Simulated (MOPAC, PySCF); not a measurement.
C$_{2}$H$_{8}$BN, SMILES `CB(C)N`, neutral singlet in the gas phase. 

Cartesian coordinates (Å):
```xyz
12

C      1.4563    -0.2406    -0.2400
B     -0.0442     0.1846     0.0159
C     -1.1823    -0.9049     0.1399
N     -0.3687     1.5416     0.1349
H      1.8100    -0.9070     0.5534
H      2.1538     0.5984    -0.3036
H      1.5418    -0.8144    -1.1685
H     -1.2301    -1.5189    -0.7653
H     -2.1793    -0.4919     0.3133
H     -0.9641    -1.5996     0.9575
H     -1.3054     1.8728     0.2973
H      0.3121     2.2799     0.0652
```
Charge 0, multiplicity 1.

All levels are single points at this geometry (B3LYP-D3(BJ)/def2-TZVP); Pople sets use spherical d functions. Orbital energies aren't observables, and empty levels follow the basis.

AM1 in MOPAC gives gap (eV) = 13.31.

**Question.** Estimate the gap (eV) from each of these levels: B3LYP-D3(BJ)/def2-TZVP in PySCF; M06-2X/def2-TZVP in PySCF; PBE-D3(BJ)/def2-TZVP in PySCF; B3LYP/6-31G* in PySCF; M06-2X/6-31G* in PySCF; HF/STO-3G in PySCF; PM3 in MOPAC; PM6 in MOPAC.

**Answer.** 
```json
[
 {"level": "B3LYP-D3(BJ)/def2-TZVP in PySCF", "gap (eV)": "8.33"},
 {"level": "M06-2X/def2-TZVP in PySCF", "gap (eV)": "10.83"},
 {"level": "PBE-D3(BJ)/def2-TZVP in PySCF", "gap (eV)": "6.78"},
 {"level": "B3LYP/6-31G* in PySCF", "gap (eV)": "8.91"},
 {"level": "M06-2X/6-31G* in PySCF", "gap (eV)": "11.79"},
 {"level": "HF/STO-3G in PySCF", "gap (eV)": "19.06"},
 {"level": "PM3 in MOPAC", "gap (eV)": "12.36"},
 {"level": "PM6 in MOPAC", "gap (eV)": "12.17"}
]
```
